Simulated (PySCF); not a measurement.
**Computed properties of H₂INSi, SMILES I[Si]N**

Si(I)(NH2) (H2INSi), SMILES I[Si]N (connectivity only; charge and spin as stated), neutral, multiplicity 1. The structure is a stationary point at B3LYP-D3(BJ)/def2-TZVP. The def2 effective core potentials stand for the cores of I; spin–orbit coupling is left out. One conformer was computed; it need not be the lowest. All values are computed for the isolated molecule unless a solvent is named; none is compared with measurement here.

**Structure.** The optimised structure has Cs symmetry. All 9 harmonic modes at B3LYP-D3(BJ)/def2-TZVP (PySCF) are real, so it is a minimum. With heavy atoms numbered as in [Si:1]([I:2])[NH2:3], the shortest bond between them is Si1–N3 at 1.706 Å and the longest Si1–I2 at 2.540 Å.

**Vibrations.** The strongest infrared lines (harmonic, unscaled, degenerate partners summed) lie at 549 cm⁻¹ (173 km/mol, H 80 %, N 19 %), 1572 cm⁻¹ (80 km/mol, H 89 %, N 11 %), 863 cm⁻¹ (75 km/mol, N 51 %, Si 35 %, H 14 %). The softest mode is at 200 cm⁻¹ and the zero-point energy is 17.0 kcal/mol.

**Electronic structure.** B3LYP/def2-TZVPD (PySCF) places the frontier levels at -6.74 and -2.11 eV, a gap of 4.63 eV, and gives a dipole moment of 2.97 D and a mean polarisability of 81.1 bohr³.

**Excitations.** TDDFT-ωB97X/def2-SVPD (PySCF) has S1 at 3.98 eV (311 nm, f = 0.022, weak); the most intense of the 10 singlets computed lies at 6.22 eV (f = 0.46). T1 (TDA) is at 2.72 eV. No vertical singlet excitation falls in the visible range (under 3.1 eV).
